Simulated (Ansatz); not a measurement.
`[CH3][Zr]([Cl])([Cl])[Cl]` + HCl → zirconium tetrachloride + CH₄ at 700 K and 1 bar (ligand exchange at a Zr–C bond).

Program: Ansatz. Geometries: PBE0-D4/def2-TZVP. ΔE: electronic, gas phase. CCSD(T)/CBS is the MP2 limit (def2-TZVPP, def2-QZVPP) plus CCSD(T) − MP2 in def2-TZVPP, frozen cores. This one scheme is used for every species. Elements past krypton have def2 core potentials. For Zr outer-core shells are correlated without core-valence functions, which leaves a few kJ/mol of doubt a bond.

```json
{"species": "`[CH3][Zr]([Cl])([Cl])[Cl]`", "CCSD(T)/CBS energy (Eh)": "-1466.41816", "H − E (kJ/mol)": "178.4", "S (J/(mol·K))": "507.0"}
{"species": "HCl", "CCSD(T)/CBS energy (Eh)": "-460.38127", "H − E (kJ/mol)": "38.4", "S (J/(mol·K))": "211.8"}
{"species": "`[Cl][Zr]([Cl])([Cl])[Cl]`", "CCSD(T)/CBS energy (Eh)": "-1886.41337", "H − E (kJ/mol)": "77.2", "S (J/(mol·K))": "456.5"}
{"species": "CH₄", "CCSD(T)/CBS energy (Eh)": "-40.46206", "H − E (kJ/mol)": "145.9", "S (J/(mol·K))": "224.0"}
```

H − E and S are ideal-gas, rigid-rotor, harmonic terms from PBE0-D4/def2-TZVP. 1 Eh = 2625.50 kJ/mol, R = 8.31446 J/(mol·K).

Task: By hand: ΔE, ΔH, ΔS and ΔG.

Result: ΔE = (-1886.41337) + (-40.46206) − (-1466.41816) − (-460.38127) = -0.07600 Eh = -199.5 kJ/mol. Δ(H − E) = 77.2 + 145.9 − 178.4 − 38.4 = 6.3, so ΔH = -193.2 kJ/mol. ΔS = 456.5 + 224.0 − 507.0 − 211.8 = -38.3 J/(mol·K). ΔG = -193.2 − 700 × (-38.3)/1000 = -166.4 kJ/mol.

Task: By hand: the equilibrium constant, and the temperature at which ΔG would vanish if ΔH and ΔS stayed fixed.

Result: log₁₀ K = −ΔG/(RT ln 10) = 12.4. ΔG = 0 at ΔH/ΔS = 5044 K, far beyond where these terms or the molecules hold.

ΔH outweighs TΔS. A doubt of 5 kJ/mol in ΔE shifts log₁₀ K by 0.4 here. These are equilibria of isolated gas molecules and say nothing of rates. Largest T1 diagnostic: 0.015 (customary marks: 0.02 for closed shells, 0.045 for open ones).
